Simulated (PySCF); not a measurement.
**Excitation energy of Sb⁺ by level of theory**

Sb⁺ [Kr] 4d10 5s2 5p2 (3P) → Sb⁺ [Kr] 4d10 5s2 5p1 6s1 (3P), as a difference of total energies. Computed with PySCF 2.14 in x2c-TZVPPall with one added diffuse shell each of s, p, d, f type (9s7p5d3f, 76 functions), with the spin-free X2C one-electron Hamiltonian (Gaussian nucleus). Correlated levels: valence and next inner shell: [Ar] 3d10 frozen. The calculations carry no spin-orbit coupling.

```
                                method  excitation energy (eV)  error (eV)
                                   UHF                   8.329      -0.166
    MP2 (valence and next inner shell)                   8.411      -0.084
SCS-MP2 (valence and next inner shell)                   8.371      -0.124
   CCSD (valence and next inner shell)                   8.402      -0.093
CCSD(T) (valence and next inner shell)                   8.391      -0.104
```

Reference: 8.495 eV (measured; NIST levels, between the centres of gravity of the two terms).

Errors of the correlated levels include the incompleteness of this basis and the frozen core.
